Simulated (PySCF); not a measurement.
Br: ionisation energy

Br [Ar] 3d10 4s2 4p5 (2P) → Br⁺ [Ar] 3d10 4s2 4p4 (3P), as a difference of total energies. All numbers are calculated (PySCF 2.14, scalar relativity by spin-free X2C-1e, in x2c-TZVPPall with one added diffuse shell each of s, p, d type (7s6p5d1f, 57 functions)). Correlated levels: valence and next inner shell: [Ne] frozen. The calculations carry no spin-orbit coupling.

```json
{"method": "UHF", "ionisation energy (eV)": "10.721"}
{"method": "MP2 (valence and next inner shell)", "ionisation energy (eV)": "11.594"}
{"method": "SCS-MP2 (valence and next inner shell)", "ionisation energy (eV)": "11.573"}
{"method": "CCSD (valence and next inner shell)", "ionisation energy (eV)": "11.563"}
{"method": "CCSD(T) (valence and next inner shell)", "ionisation energy (eV)": "11.604"}
```

How much does correlation contribute at CCSD(T) (valence and next inner shell)?

11.604 − (10.721) = 0.883 eV, measured against UHF.

Errors of the correlated levels include the incompleteness of this basis and the frozen core.

For comparison: 11.844 eV (measured; NIST levels, between the centres of gravity of the two terms).
